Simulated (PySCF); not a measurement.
Species: C₅H₆O₄.
Bonds: C1–C2 (double), C2–O3, O3–C4, C4–O5 (double), C4–C6, C6–O7, O7–C8, C8–O9 (double). Hydrogens: H10, H11 on C1; H12 on C2; H13, H14 on C6; H15 on C8.

All values: PBE0/def2-SVPD (PySCF, non-relativistic), on one gas-phase PBE0-D3(BJ)/def2-SVP geometry that isn't relaxed in the solvent. The solvent is an IEF-PCM continuum (cavity from Bondi-type radii × 1.2). The model holds no explicit solvent molecules, cavitation or dispersion.

Gas phase at PBE0/def2-SVPD: HOMO -7.68 eV, LUMO -0.80 eV, dipole 2.50 D.

**Question.** What does the continuum do to the energy, the frontier levels and the dipole at PBE0/def2-SVPD in dichloromethane and acetonitrile?

**Answer.** 
| solvent | ε | E(solvent) − E(gas) (kJ/mol) | polarisation term (kJ/mol) | distortion of the solute (kJ/mol) | HOMO (eV) | LUMO (eV) | dipole (D) |
| --- | --- | --- | --- | --- | --- | --- | --- |
| dichloromethane | 8.93 | -29.48 | -33.55 | 4.07 | -7.57 | -0.74 | 3.20 |
| acetonitrile | 35.69 | -34.07 | -39.61 | 5.54 | -7.57 | -0.74 | 3.33 |

Polarisation term: ½ Σ q·V over the induced surface charges. Distortion: the rise of the solute's own energy as its density leaves the gas-phase optimum. From dichloromethane to acetonitrile the lowering changes by a factor 1.16, Onsager's factor (ε − 1)/(2ε + 1) by 1.14 and ε itself by 4.0.

**Question.** Which radius a makes the point-dipole formula ΔE = −[(ε − 1)/(2ε + 1)]·μ²/a³ give the value in acetonitrile, with the gas-phase dipole?

**Answer.** μ = 0.982 au and |ΔE| = 0.01298 Eh give a = 1.74 Å; the farthest nucleus lies 4.25 Å from the centroid of the nuclei, so such a sphere wouldn't even hold the nuclei. The formula assumes a rigid point dipole at the centre of a sphere.

**Question.** How does the static polarisability (PBE0/def2-SVPD, frozen core, with the continuum's full static response) change?

**Answer.** 
```csv
medium,isotropic (au),principal values (au),⟨r²⟩ of the electrons (bohr²)
gas,76.3,"59.3, 64.6, 105.0",1453.5
dichloromethane,94.9,"75.7, 82.2, 127.0",1452.2
acetonitrile,98.4,"79.2, 85.7, 130.4",1452.0
```

The isotropic value in acetonitrile is 1.29 times the gas-phase one; no cavity-field correction is applied. ⟨r²⟩ is taken about the centre of nuclear charge.
